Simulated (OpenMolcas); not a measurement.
## O3+, S3+, Se3+, Te3+: ns² np down the group

```
Program             : OpenMolcas 26.06
Method              : MS-CASPT2, IPEA 0.25 Eh, imaginary shift 0.1 Eh
Basis               : ANO-R2
Scalar Hamiltonian  : X2C, finite nucleus
Spin-orbit coupling : state interaction with AMFI integrals over the reference wave functions, term energies averaged over their components
```

Active space for each ion: 3 electrons in 8 orbitals (s p s p); closed shells correlated by CASPT2: O3+ 1s; S3+ 2s 2p; Se3+ 3d; Te3+ 4d.

Computed levels in cm-1 above ²P°_1/2:

| Level | O3+ | S3+ | Se3+ | Te3+ |
| --- | --- | --- | --- | --- |
| ²P°_3/2 | 374 | 845 | 3810 | 7870 |
| weight of ²P° in the lowest level (%) | 100 | 100 | 100 | 100 |

Measured, with the error of the calculation in %. Measured levels: O3+ from Moore, Selected Tables of Atomic Spectra, NSRDS-NBS 3, section 10; S3+ from NIST levels in Podobedova, Kelleher and Wiese, J. Phys. Chem. Ref. Data 38, 171 (2009); Se3+ from Moore, Atomic Energy Levels, vol. II, NSRDS-NBS 35 (1971 reprint of NBS Circular 467, 1952); Te3+ from Moore, Atomic Energy Levels, vol. III, NSRDS-NBS 35 (1971 reprint of NBS Circular 467, 1958).

```csv
Level,O3+,S3+,Se3+,Te3+
²P°_3/2,386 (-3.1),951 (-11.2),4376 (-12.9),9223 (-14.7)
```

The fine-structure level ²P°_3/2 changes by a factor of 21 from O3+ to Te3+.

Over all roots computed the reference weight is 0.87 to 0.98 in S3+, 0.88 to 0.97 in Se3+, 0.85 to 0.94 in Te3+; the roots of lowest weight are the least certain, and an intruder state may touch them. Active for correlation alone: 3p 3s; no level in the range computed is led by a configuration that fills them, so any true level of that kind is missing (holds for O3+). Active for correlation alone: 4p 4s; no level in the range computed is led by a configuration that fills them, so any true level of that kind is missing (holds for S3+). Active for correlation alone: 5p 5s; no level in the range computed is led by a configuration that fills them, so any true level of that kind is missing (holds for Se3+). Active for correlation alone: 6p 6s; no level in the range computed is led by a configuration that fills them, so any true level of that kind is missing (holds for Te3+). Measured partners are found by configuration, term and J. A level has none where our copy of the source lacks it or the pairing is in doubt (some pairs that miss far off the trend of their configuration count as doubtful), and it then counts in no deviation. Levels of configurations outside the active space are missing.

° marks odd parity.
